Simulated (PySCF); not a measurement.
A calculated (r2SCAN, PySCF 2.14, aug-cc-pVTZ-DK, the spin-free X2C one-electron Hamiltonian (Gaussian nucleus)) atom or ion has these occupied shells.

| shell | electrons | orbital energy (eV) | rms radius, mean of both spins (bohr) |
| --- | --- | --- | --- |
| 1s α | 1 | -11018.2 | 0.0542 |
| 1s β | 1 | -11018.1 | 0.0542 |
| 2s α | 1 | -1421.7 | 0.227 |
| 2s β | 1 | -1420.6 | 0.227 |
| 2p α | 3 | -1245.4 | 0.203 |
| 2p β | 3 | -1244.6 | 0.203 |
| 3s α | 1 | -207.50 | 0.663 |
| 3s β | 1 | -205.20 | 0.663 |
| 3p α | 3 | -152.56 | 0.691 |
| 3p β | 3 | -150.35 | 0.691 |
| 3d α | 5 | -62.967 | 0.783 |
| 3d β | 4 | -61.421 | 0.783 |
| 4s α | 1 | -33.459 | 1.98 |
| 4s β | 1 | -31.997 | 1.98 |
| 4p α | 1 | -23.653 | 2.30 |

**Question.** Name the element and its charge.

**Answer.** Ge²⁺ (germanium, charge +2), in [Ar] 3d9 4s2 4p1, one real determinant (an excited configuration).
